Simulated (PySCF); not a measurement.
## Partial charges of `C=CC[C@H](C)NCC`

Species: C₇H₁₅N.
SMILES with atom numbers: `[CH2:1]=[CH:2][CH2:3][C@H:4]([CH3:5])[NH:6][CH2:7][CH3:8]` (hydrogens: H9, H10 on C1; H11 on C2; H12, H13 on C3; H14 on C4; H15, H16, H17 on C5; H18 on N6; H19, H20 on C7; H21, H22, H23 on C8)

Structure used (GFN2-xTB), in Å, numbered top down from 1:
```
atom  x, y, z in Å
C1     2.097    1.471    0.608
C2     1.965    0.185    0.881
C3     0.752   -0.419    1.509
C4    -0.154   -1.133    0.467
C5     0.577   -2.304   -0.189
N6    -0.651   -0.263   -0.578
C7    -1.657    0.704   -0.189
C8    -2.108    1.494   -1.411
H9     1.331    2.187    0.862
H10    2.978    1.870    0.135
H11    2.755   -0.506    0.618
H12    0.166    0.359    2.002
H13    1.048   -1.152    2.261
H14   -1.028   -1.522    1.003
H15    0.987   -2.972    0.565
H16   -0.115   -2.862   -0.814
H17    1.386   -1.942   -0.818
H18    0.130    0.212   -1.022
H19   -2.505    0.148    0.225
H20   -1.310    1.409    0.586
H21   -2.926    2.161   -1.152
H22   -2.439    0.812   -2.189
H23   -1.285    2.089   -1.802
```

Density: PBE0/pcSseg-1 (PySCF); schemes: Mulliken, IAO, Hirshfeld and ESP-fitted. Isolated species at its GFN2-xTB geometry (one conformer only).

Question: What partial charge does each atom carry?

Answer: In e; atoms taken as equivalent share a row and are averaged (×n: the atom named and its like, n in all):

| atom | environment | Mulliken | IAO | Hirshfeld | ESP-fitted |
| --- | --- | --- | --- | --- | --- |
| C1 | terminal =CH2 carbon | -0.158 | -0.329 | -0.105 | -0.640 |
| C2 | alkene CH carbon | -0.255 | -0.130 | -0.034 | +0.205 |
| C3 | allylic carbon | -0.137 | -0.285 | -0.079 | -0.639 |
| C4 | sp3 carbon bound to nitrogen | -0.161 | +0.010 | +0.025 | +0.486 |
| C5 | methyl carbon | -0.186 | -0.422 | -0.126 | -0.554 |
| N6 | secondary amine nitrogen | -0.484 | -0.418 | -0.160 | -0.795 |
| C7 | sp3 carbon bound to nitrogen | -0.080 | -0.137 | -0.025 | +0.390 |
| C8 | methyl carbon | -0.271 | -0.419 | -0.121 | -0.411 |
| H9 | vinylic hydrogen | +0.111 | +0.141 | +0.043 | +0.264 |
| H10 | vinylic hydrogen | +0.115 | +0.150 | +0.044 | +0.200 |
| H11 | vinylic hydrogen | +0.107 | +0.141 | +0.044 | +0.083 |
| H12 | methylene hydrogen | +0.120 | +0.133 | +0.036 | +0.175 |
| H13 | methylene hydrogen | +0.123 | +0.140 | +0.041 | +0.176 |
| H14 | methine hydrogen | +0.113 | +0.129 | +0.038 | +0.036 |
| H15/H16/H17 | methyl hydrogen | +0.109 | +0.139 | +0.038 | +0.142 |
| H18 | N–H hydrogen | +0.182 | +0.232 | +0.091 | +0.352 |
| H19 | methylene hydrogen | +0.112 | +0.132 | +0.037 | +0.006 |
| H20 | methylene hydrogen | +0.091 | +0.093 | +0.021 | -0.068 |
| H21/H22/H23 | methyl hydrogen | +0.110 | +0.141 | +0.039 | +0.103 |

Mean size of the charges over all atoms: ESP-fitted 0.270 e, IAO 0.186 e, Mulliken 0.151 e, Hirshfeld 0.057 e. Each set sums to the total charge, 0, to within 0.001 e. The Mulliken scheme gives each basis function's population to the atom it is centred on and halves the overlap population of two atoms between them.

Lowest charge. The schemes don't all agree: Mulliken N6 (-0.484); IAO C5 (-0.422); Hirshfeld N6 (-0.160); ESP-fitted N6 (-0.795).

Highest charge. The schemes don't all agree: Mulliken H18 (+0.182); IAO H18 (+0.232); Hirshfeld H18 (+0.091); ESP-fitted C4 (+0.486).

Question: Sum the charges by element, for elements with more than one atom.

Answer: 
| element | atoms | Mulliken | IAO | Hirshfeld | ESP-fitted |
| --- | --- | --- | --- | --- | --- |
| C | 7 | -1.248 | -1.712 | -0.465 | -1.163 |
| H | 15 | +1.731 | +2.129 | +0.626 | +1.959 |

Question: How many electrons does the IAO scheme count on C5?

Answer: Z − q = 6 − (-0.422) = 6.422.

These values come from a run that also computed NMR shieldings. On AMD EPYC 7R13, one thread, no GPU (shared host), this took 31 s wall and 0.87 GiB of memory at its peak.
